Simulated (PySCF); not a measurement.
Mapped SMILES: `[CH3:1][CH2:2][c:3]1[n:4][n:5]([CH:6]2[CH2:7][CH2:8]2)[cH:9][p:10]1`. Hydrogens are named by the atom that carries them. Ha(C7), Ha(C8) are cis to N5 on the ring; Hb(C7), Hb(C8) are trans to N5 on the ring.

PySCF 2.14 calculation with coordinates at the GFN2-xTB level and NMR shieldings at PBE0/pcSseg-1/GIAO; isolated molecule, a single conformation, no relativistic terms, one averaged value for each set of equivalent atoms.

Scale: $^{13}$C (σ = 186.93 ppm) against TMS (reference shieldings calculated alike).

Do the $^{13}$C shifts follow the atomic charges (in e)? Tabulate both.

## Answers


| atoms | hybridisation | δ (ppm) | σ para (ppm) | Hirshfeld | IAO | Mulliken | ESP-fitted |
| --- | --- | --- | --- | --- | --- | --- | --- |
| C3 | sp2 | 190.4 | -267 | -0.01 | -0.10 | -0.22 | +0.31 |
| C9 | sp2 | 162.9 | -235 | -0.08 | -0.33 | -0.11 | -0.21 |
| C6 | sp3 | 37.9 | -93 | +0.01 | -0.04 | +0.03 | -0.12 |
| C2 | sp3 | 28.8 | -87 | -0.07 | -0.26 | -0.17 | -0.03 |
| C1 | sp3 | 16.0 | -76 | -0.12 | -0.42 | -0.30 | -0.24 |
| C7/C8 | sp3 | 10.9 | -77 | -0.09 | -0.29 | -0.19 | -0.28 |

Correlation coefficients of δ with charge over these carbons: Hirshfeld +0.35, IAO +0.28, Mulliken +0.04, ESP-fitted +0.64; with the paramagnetic shielding -1.00. Among the 4 sp3 carbons alone: Hirshfeld +0.86, IAO +0.83, Mulliken +0.82, ESP-fitted +0.81. With so few points, grouped by hybridisation, these coefficients are fragile. Charge is one influence among several: hybridisation and low-lying excitations act through the paramagnetic term.

Shifts are as computed. Against solution values, carbons near 30 ppm lie about +3 ppm off and those near 130 ppm about +5 ppm. Of 1211 compounds with measured shifts, 218 miss one by over three times the rms of a fit or turn the order of signals round; such compounds aren't used in these exercises.
